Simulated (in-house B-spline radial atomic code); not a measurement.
Tl¹⁰⁺: [Ar] 3d10 4s2 (4p1/2)1 (4p3/2)4 4d10 (4f5/2)5 (4f7/2)8 5s2 5p6 5d5 (with a hole in an inner shell)

Level of theory: Dirac-Hartree-Fock, average of the jj configuration, Fermi nucleus of rms radius 5.4759 fm; calculated with a radial B-spline atomic code at the basis-set limit.

Z_r = [3n² - l(l+1)]/(2<r>); Z_e = n√(-2ε); the last column is Slater's effective charge. Values are occupation-weighted means over j. An effective charge above Z reflects the relativistic contraction of the inner shells.

| shell | electrons | ε (eV) | <r> (bohr) | Z_r | Z_e | Slater |
| --- | --- | --- | --- | --- | --- | --- |
| 1s | 2 | -86328 | 0.01632 | 91.92 | 79.66 | 80.70 |
| 2s | 2 | -15700 | 0.06803 | 88.20 | 67.94 | 76.85 |
| 2p | 6 | -13670 | 0.06179 | 80.91 | 63.40 | 76.85 |
| 3s | 2 | -3981.4 | 0.1766 | 76.44 | 51.32 | 69.75 |
| 3p | 6 | -3378.8 | 0.1779 | 70.26 | 47.28 | 69.75 |
| 3d | 10 | -2690.6 | 0.1624 | 64.65 | 42.19 | 59.85 |
| 4s | 2 | -1079.4 | 0.3891 | 61.69 | 35.63 | 53.60 |
| 4p | 5 | -863.73 | 0.4161 | 55.28 | 31.87 | 53.60 |
| 4d | 10 | -618 | 0.433 | 48.50 | 26.96 | 42.85 |
| 4f | 13 | -340.44 | 0.4467 | 40.30 | 20.01 | 31.80 |
| 5s | 2 | -328.67 | 0.8416 | 44.56 | 24.57 | 25.05 |
| 5p | 6 | -263.04 | 0.9272 | 39.37 | 21.98 | 25.05 |
| 5d | 5 | -183.01 | 1.088 | 31.70 | 18.34 | 13.60 |

The least bound orbital is 5d5/2 at -181.7 eV, and it is also the most diffuse (<r> = 1.097 bohr). The part-filled 4p shell lies below the filled 5p shell in orbital energy.

For the 1s electron the small component carries 9.52 % of the norm, the zero-frequency Breit interaction raises the level by 328.7 eV, self-energy by 212.8 eV, and vacuum polarisation lowers it by 44.72 eV.
